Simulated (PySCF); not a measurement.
**`InChI=1S/C9H12/c1-3-4-8(2)7-9(8)5-6-9/h1H,4-7H2,2H3/t8-/m1/s1`**

Geometry:
```json
{"atom": "C1", "x (Å)": "2.432", "y (Å)": "-1.166", "z (Å)": "1.671"}
{"atom": "C2", "x (Å)": "1.972", "y (Å)": "-0.218", "z (Å)": "1.104"}
{"atom": "C3", "x (Å)": "1.386", "y (Å)": "0.908", "z (Å)": "0.402"}
{"atom": "C4", "x (Å)": "0.297", "y (Å)": "0.445", "z (Å)": "-0.556"}
{"atom": "C5", "x (Å)": "0.805", "y (Å)": "-0.422", "z (Å)": "-1.687"}
{"atom": "C6", "x (Å)": "-0.856", "y (Å)": "1.393", "z (Å)": "-0.834"}
{"atom": "C7", "x (Å)": "-1.050", "y (Å)": "0.182", "z (Å)": "0.000"}
{"atom": "C8", "x (Å)": "-1.996", "y (Å)": "-0.950", "z (Å)": "0.079"}
{"atom": "C9", "x (Å)": "-1.644", "y (Å)": "-0.149", "z (Å)": "1.313"}
{"atom": "H10", "x (Å)": "2.845", "y (Å)": "-1.988", "z (Å)": "2.174"}
{"atom": "H11", "x (Å)": "0.963", "y (Å)": "1.597", "z (Å)": "1.137"}
{"atom": "H12", "x (Å)": "2.173", "y (Å)": "1.430", "z (Å)": "-0.153"}
{"atom": "H13", "x (Å)": "1.326", "y (Å)": "-1.290", "z (Å)": "-1.286"}
{"atom": "H14", "x (Å)": "-0.022", "y (Å)": "-0.767", "z (Å)": "-2.303"}
{"atom": "H15", "x (Å)": "1.498", "y (Å)": "0.136", "z (Å)": "-2.315"}
{"atom": "H16", "x (Å)": "-1.276", "y (Å)": "1.405", "z (Å)": "-1.830"}
{"atom": "H17", "x (Å)": "-0.861", "y (Å)": "2.361", "z (Å)": "-0.352"}
{"atom": "H18", "x (Å)": "-2.985", "y (Å)": "-0.833", "z (Å)": "-0.343"}
{"atom": "H19", "x (Å)": "-1.604", "y (Å)": "-1.954", "z (Å)": "-0.004"}
{"atom": "H20", "x (Å)": "-1.016", "y (Å)": "-0.612", "z (Å)": "2.060"}
{"atom": "H21", "x (Å)": "-2.396", "y (Å)": "0.511", "z (Å)": "1.723"}
```

Method used: PySCF, GIAO B3LYP/pcSseg-1 magnetisability, rotational g tensor and spin-rotation constants, non-relativistic, gas phase. Geometry: GFN2-xTB.

Question: Give the nuclear spin-rotation constants along the inertial axes (H = +C I·J) beside the isotropic shieldings.

Answer: Rotational constants 2.3047, 1.3491, 1.1198 GHz. A star marks the isotopologue with that one atom substituted, in its own axes.
```
atom  isotope  Caa (kHz)  Cbb (kHz)  Ccc (kHz)  mean (kHz)  σ (ppm)
 H10       1H     -0.158     -0.091     -0.095      -0.115     30.6
 H11       1H     -0.225     -0.125      0.000      -0.117     29.8
 H12       1H     -0.182      0.003     -0.112      -0.097     29.1
 H13       1H     -0.112     -0.100     -0.065      -0.092     29.7
 H14       1H     -0.034     -0.159     -0.085      -0.092     31.2
 H15       1H     -0.214      0.006     -0.118      -0.109     30.4
 H16       1H     -0.128     -0.068     -0.118      -0.105     31.2
 H17       1H     -0.253     -0.160      0.018      -0.132     31.3
 H18       1H      0.018     -0.146     -0.121      -0.083     31.2
 H19       1H     -0.222     -0.139     -0.007      -0.123     31.0
 H20       1H     -0.086     -0.071     -0.120      -0.092     30.5
 H21       1H     -0.158     -0.129     -0.050      -0.112     31.1
  C1     13C*      0.511      0.285      0.292       0.363    109.2
  C2     13C*      0.559      0.316      0.326       0.400     93.9
  C3     13C*      0.362      0.248      0.185       0.265    150.9
  C4     13C*      0.447      0.212      0.146       0.269    156.5
  C5     13C*      0.367      0.223      0.165       0.251    158.7
  C6     13C*      0.353      0.246      0.148       0.249    159.5
  C7     13C*      0.241      0.343      0.126       0.237    158.9
  C8     13C*      0.235      0.178      0.186       0.200    174.1
  C9     13C*      0.226      0.221      0.153       0.200    174.6
```
For the geometry as given, no vibrational averaging.
